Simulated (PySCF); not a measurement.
**Choosing a basis for TDDFT**

Species: BBr₃.
Z-matrix (Å and degrees, PBE0-D3(BJ)/def2-SVP geometry), rows numbered from 1:
```
Br
B   1  1.8998
Br  2  1.8987  1  119.96
Br  2  1.8992  1  119.90  3  -179.92
```

TDDFT with PBE0 (PySCF), vertical singlets, core orbitals frozen in the response, spherical d and f functions. Geometry: PBE0-D3(BJ)/def2-SVP; no solvent, vibrations or thermal averaging. The PBE0/6-31G* calculation is non-relativistic and has no spin–orbit coupling, an omission that weighs most on bromine.

**Question.** Compare 6-31G*, def2-SVP, aug-cc-pVDZ, def2-SVPD, def2-TZVP, def2-TZVPD and aug-cc-pVTZ for this molecule.

**Answer.** 

```csv
basis,functions,diffuse,S1 (eV),S2 (eV),S3 (eV),S4 (eV),S5 (eV),LUMO (eV),α (au)
6-31G*,110,no,4.69,5.47,5.47,5.95,5.95,-2.10,60.3
def2-SVP,110,no,4.72,5.51,5.51,6.04,6.04,-1.98,58.0
aug-cc-pVDZ,131,yes,4.66,5.45,5.45,5.88,5.89,-2.18,76.5
def2-SVPD,143,yes,4.61,5.41,5.41,5.85,5.85,-2.24,78.3
def2-TZVP,175,no,4.69,5.46,5.46,5.92,5.92,-2.11,72.0
def2-TZVPD,208,yes,4.66,5.43,5.43,5.87,5.87,-2.16,78.8
aug-cc-pVTZ,223,yes,4.67,5.43,5.43,5.87,5.87,-2.16,78.6
```

States are compared by their number. Against the largest diffuse basis here (aug-cc-pVTZ, itself not a converged limit), sets without diffuse functions differ by up to 0.06 eV in S1 and 0.17 eV in S5; the smaller diffuse sets differ by up to 0.06 and 0.02 eV. State by state, the largest deviation of a set without diffuse functions is S1 0.06, S2 0.08, S3 0.08, S4 0.17, S5 0.17 eV. The same number needn't mean the same state in each row. Against aug-cc-pVTZ the polarisability deviates by -23% in 6-31G*, -26% in def2-SVP, -3% in aug-cc-pVDZ, 0% in def2-SVPD, -8% in def2-TZVP, 0% in def2-TZVPD.
